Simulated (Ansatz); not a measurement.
Input:

```yaml
crystal:
  periodic: [false, false, false]
  atoms:
    - { symbol: C, position_ang: [0.055836, 1.9659, -1.674004] }
    - { symbol: Mg, position_ang: [-0.058311, 0.356426, -0.347103] }
    - { symbol: "N", position_ang: [-0.206364, -1.103923, 0.855268] }
    - { symbol: Si, position_ang: [-0.056792, -2.260745, 1.930923] }
    - { symbol: H, position_ang: [0.547072, 1.682258, -2.613338] }
    - { symbol: H, position_ang: [0.624819, 2.804393, -1.252926] }
    - { symbol: H, position_ang: [-0.940092, 2.347996, -1.932525] }
    - { symbol: H, position_ang: [-1.17977, -3.097032, 2.447383] }
    - { symbol: H, position_ang: [1.213592, -2.695272, 2.586302] }
basis:
  gaussian: { orbitals: "6-31G*" }
hamiltonian:
  xc: b3lyp
  dispersion: d4
phonons: {}
```

Run as:

```bash
$ ansatz run input.yaml --threads 1 --pin off --max-ram 2048MiB --backend cpu --events-out ev --progress --plain --runs-dir out
```

Hardware: 1 thread of Arm Neoverse N1, on a shared host.

Q: Roughly how long does this run take, and how much memory?

A: 3.5 min, with a peak of 0.15 GiB, for 0 ionic steps.
